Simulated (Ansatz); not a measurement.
Computed with Ansatz on PBE0-D4/def2-TZVP structures; ΔE is electronic, products minus reactants. CBS: MP2 limit from def2 TZ/QZ plus the TZ coupled-cluster correction, frozen cores. Functionals use def2-TZVPP. B3LYP here is the variant with VWN-RPA as its local correlation; programs differ in this. Open shells (•) are unrestricted, without spin–orbit coupling. One conformer a species, not always the lowest.

Consider the homolysis of the N–Si bond: `BN[SiH](C)Cl` → `B[NH]`• + `C[SiH]Cl`•.

| level | ΔE (kcal/mol) | difference from CCSD(T)/CBS |
| --- | --- | --- |
| PBE-D4 | 108.1 | -12.2 |
| r2SCAN-D4 | 108.3 | -12.0 |
| PBE0-D4 | 112.3 | -8.0 |
| B3LYP-D4 | 111.1 | -9.2 |
| ωB97X-V | 118.0 | -2.3 |
| ωB97M-V | 118.9 | -1.4 |
| B2PLYP | 113.9 | -6.4 |
| PBE | 105.5 | -14.8 |
| r2SCAN | 107.6 | -12.7 |
| PBE0 | 110.1 | -10.2 |
| B3LYP | 107.1 | -13.2 |
| HF/def2-TZVPP | 94.4 | -25.9 |
| MP2/def2-TZVPP | 126.0 | 5.7 |
| SCS-MP2/def2-TZVPP | 124.3 | 4.0 |
| CCSD/def2-TZVPP | 116.2 | -4.1 |
| CCSD(T)/def2-TZVPP | 117.6 | -2.7 |
| HF/def2-QZVPP | 94.4 | -25.9 |
| MP2/def2-QZVPP | 127.5 | 7.2 |
| SCS-MP2/def2-QZVPP | 126.1 | 5.8 |
| HF/CBS(def2) | 94.3 | -26.0 |
| MP2/CBS(def2) | 128.7 | 8.4 |
| CCSD/CBS(def2) | 118.9 | -1.4 |
| CCSD(T)/CBS | 120.3 | 0 |

Largest T1 diagnostic among the species: 0.030.

From PBE to PBE0 (25 % exact exchange), in def2-TZVPP and without D4, ΔE moves by +4.6 kcal/mol. In def2-TZVPP, CCSD(T) changes the Hartree–Fock value by +23.3 kcal/mol (the triples alone add +1.4 kcal/mol) and MP2 by +31.6 kcal/mol; breaking electron pairs costs correlation energy, which Hartree–Fock lacks.
